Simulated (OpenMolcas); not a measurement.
Ionisation energies of erbium

```json
{"Program": "OpenMolcas 26.06", "Basis": "ANO-RCC-VTZP [8s7p5d3f2g1h]", "Scalar Hamiltonian": "DKH2, point nucleus", "Spin-orbit coupling": "state interaction with AMFI integrals over the reference wave functions, term energies averaged over their components"}
```

Active shells in each charge state: the valence f shell, with orbitals averaged over the low states. Where CASPT2's correlated closed shells are named, they are those of the first ion.

A. CASSCF
B. SS-CASPT2, IPEA 0.25 Eh, imaginary shift 0.1 Eh (closed shells correlated: 5s 5p)
C. SS-CASPT2, IPEA 0.25 Eh, imaginary shift 0.1 Eh (closed shells correlated: 4d 5s 5p)
D. SS-CASPT2, IPEA 0 Eh, imaginary shift 0.1 Eh (closed shells correlated: 5s 5p)

Energies in eV between the lowest computed levels, named as in B; reference values from the NIST Atomic Spectra Database with their kind.

```
              From                  To       A       B       C       D  Spin-orbit share in B                Reference
     Er2+ 4f¹² ³H₆  Er3+ 4f¹¹ ⁴I°_15/2  17.971  23.732  23.946  23.738                 -0.196  22.700 (semi-empirical)
Er3+ 4f¹¹ ⁴I°_15/2       Er4+ 4f¹⁰ ⁵I₈  38.840  43.037  43.091  43.050                 -0.058  42.420 (semi-empirical)
```

The lowest level within the active space need not be the ion's true ground level.

° marks odd parity.
